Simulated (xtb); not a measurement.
xtb input (GFN1-xTB):

```bash
xtb mol.xyz --gfn 1 --sp --chrg -1 --uhf 0
```
mol.xyz:
```
6

O     -1.26086241    -0.78307349    -0.05683635
B     -0.17650904    -0.10962302    -0.00795656
O     -0.11286221     1.35319323     0.00031994
O      1.16142137    -0.70197318     0.04694635
H      0.74460991     1.66252637     0.30457658
H      1.83636129    -0.05958372    -0.18823320
```

End of the output:

```
         :::::::::::::::::::::::::::::::::::::::::::::::::::::
         ::                     SUMMARY                     ::
         :::::::::::::::::::::::::::::::::::::::::::::::::::::
         :: total energy             -16.922937169016 Eh    ::
         :: gradient norm              0.036589214205 Eh/a0 ::
         :: HOMO-LUMO gap              6.461752047141 eV    ::
         ::.................................................::
         :: SCC energy               -17.014134671913 Eh    ::
         :: -> electrostatic           0.325235833958 Eh    ::
         :: repulsion energy           0.092234618955 Eh    ::
         :: dispersion energy         -0.001037116058 Eh    ::
         :: halogen bond corr.         0.000000000000 Eh    ::
         :: add. restraining           0.000000000000 Eh    ::
         :: total charge              -1.000000000000 e     ::
         :::::::::::::::::::::::::::::::::::::::::::::::::::::

           -------------------------------------------------
          |                Property Printout                |
           -------------------------------------------------

    * Orbital Energies and Occupations

         #    Occupation            Energy/Eh            Energy/eV
      -------------------------------------------------------------
         1        2.0000           -0.5263915             -14.3238
         2        2.0000           -0.5206469             -14.1675
         3        2.0000           -0.4393202             -11.9545
         4        2.0000           -0.3780944             -10.2885
         5        2.0000           -0.3746840             -10.1957
         6        2.0000           -0.3290866              -8.9549
         7        2.0000           -0.3006369              -8.1807
         8        2.0000           -0.2614030              -7.1131
         9        2.0000           -0.2609579              -7.1010
        10        2.0000           -0.2222368              -6.0474
        11        2.0000           -0.1925706              -5.2401
        12        2.0000           -0.1686543              -4.5893 (HOMO)
        13                          0.0688107               1.8724 (LUMO)
        14                          0.1336494               3.6368
        15                          0.1434703               3.9040
Note: The following floating-point exceptions are signalling: IEEE_DENORMAL
normal termination of xtb
        16                          0.3972831              10.8106
        17                          0.5680687              15.4579
        18                          0.5812602              15.8169
        19                          0.6671949              18.1553
        20                          1.0630180              28.9262
      -------------------------------------------------------------
                  HL-Gap            0.2374650 Eh            6.4618 eV
             Fermi-level           -0.0499218 Eh           -1.3584 eV

  Mulliken/CM5 charges         n(s)   n(p)   n(d)
     1O    -0.78094 -0.74467   1.723  5.058  0.000
     2B     0.60395  0.49313   0.753  1.643  0.000
     3O    -0.67625 -0.82380   1.702  4.974  0.000
     4O    -0.67625 -0.82380   1.702  4.974  0.000
     5H     0.26474  0.44957   0.735  0.000  0.000
     6H     0.26474  0.44957   0.735  0.000  0.000

Wiberg/Mayer (AO) data.
largest (>0.10) Wiberg bond orders for each atom

 ---------------------------------------------------------------------------
     #   Z sym  total        # sym  WBO       # sym  WBO       # sym  WBO
 ---------------------------------------------------------------------------
     1   8 O    1.756 --     2 B    1.613
     2   5 B    3.307 --     1 O    1.613     3 O    0.844     4 O    0.844
     3   8 O    1.872 --     5 H    0.926     2 B    0.844
     4   8 O    1.872 --     6 H    0.926     2 B    0.844
     5   1 H    0.950 --     3 O    0.926
     6   1 H    0.950 --     4 O    0.926
 ---------------------------------------------------------------------------

Topologies differ in total number of bonds
Writing topology from bond orders to xtbtopo.mol

 dipole moment from electron density (au)
     X       Y       Z
   2.4437   1.5177   0.1102  total (Debye):    7.317

           -------------------------------------------------
          | TOTAL ENERGY              -16.922937169016 Eh   |
          | GRADIENT NORM               0.036589214205 Eh/α |
          | HOMO-LUMO GAP               6.461752047141 eV   |
           -------------------------------------------------

------------------------------------------------------------------------
------------------------------------------------------------------------
 total:
 SCF:
```

It need not be the lowest isomer of its formula. Whether it binds its extra electron was not tested at this geometry.
